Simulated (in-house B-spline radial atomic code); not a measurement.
# RPA and G0W0 on r2SCAN0: the indium ion In⁸⁺

Configuration [Kr] 4d5, highest spin, mean-field start r2SCAN0. Computed with an all-electron radial atomic-structure program (B-spline basis): all electrons, non-relativistic, point nucleus, each spin shell either full or empty, empty states to l = 9 with an (l + 1/2)⁻⁴ tail; G0W0 by contour deformation at full frequency.

Without relativity these are model numbers: it shifts the levels of so heavy an element strongly and can reorder them.

Command:
```bash
python run_gw.py task.json out
```
Settings (radii: box in bohr, nucleus in fm):
```
Z                        49
electrons                41
configuration            [Kr] 4d5
hamiltonian              nr
method                   r2scan0
lmax                     9
spin_polarised           True
box_radius               7.7
intervals                50
```

Cost of the run: 4.7 s on 1 thread of Arm Neoverse N1, on a shared host.

Energies (hartree):

| term | value |
| --- | --- |
| mean-field total | -5723.64217 |
| Hartree-Fock functional on these orbitals | -5721.56240 |
| direct second order | -3.3832 |
| second-order exchange | 0.96657 |
| SOSEX correction | 0.91448 |

Problem. What is the RPA correlation energy, and what remains with SOSEX?

Solution. RPA gives -3.0621 hartree (-2.03 eV per electron); RPA + SOSEX gives -2.1477, and the second-order doubles -2.4166 hartree (no singles). SOSEX takes back 30 % of the RPA value.

Quasi-particle levels (eV):

```tsv
level	occupied	mean field	Σx - vxc	Σc	QP weight	G0W0
4d up	yes	-151.86	-7.56	?	?	?
4p down	yes	-207.42	-7.32	-0.71	0.966	-215.44
4s down	yes	-246.38	-12.41	6.48	0.864	-252.31
4d down	no	-138.33	9.93	-3.81	0.973	-132.21
```

G0W0 = mean field + (Σx - vxc) + Σc, with Σc (partial-wave tail included) taken at the quasi-particle energy. Only the outer levels were computed. Levels of low weight are left out.

Problem. Where does G0W0 put 4d up?

Solution. At -159.58 eV, with Σc = -0.15 eV and a quasi-particle weight of 0.972. The tabulated removal energy is 156 ± 2.2 eV (NIST, tabulated theory); the calculation leaves out relativity, Breit and QED terms, and what these don't explain is the method's own error.
